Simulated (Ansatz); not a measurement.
The same redistribution along the group Mg, Zn, Cd.

Calculated with Ansatz (gas phase, PBE0-D4/def2-TZVP geometries, no zero-point term in ΔE). CCSD(T)/CBS is the MP2 limit (def2-TZVPP, def2-QZVPP) plus CCSD(T) − MP2 in def2-TZVPP, frozen cores. def2 core potentials past Kr. For Cd, Mg, Zn outer-core shells are correlated without core-valence functions, which leaves a few kJ/mol of doubt a bond. Scalar relativity is left out up to krypton. One conformer a species, not always the lowest.

Task: Order these by ΔE at CCSD(T)/CBS, lowest first. (Estimate.)
A. `C[O][Zn][Cl]` + `C[O][Al]([F])[O]C` → `C[O][Zn][F]` + `C[O][Al]([Cl])[O]C`
B. `C[O][Mg][Cl]` + `C[O][Al]([F])[O]C` → `C[O][Mg][F]` + `C[O][Al]([Cl])[O]C`
C. `C[O][Cd][Cl]` + `C[O][Al]([F])[O]C` → `C[O][Cd][F]` + `C[O][Al]([Cl])[O]C`

Result: B (+0.38 eV), A (+0.81 eV), C (+1.05 eV).

Largest T1 diagnostic: 0.018, for `C[O][Cd][F]`.
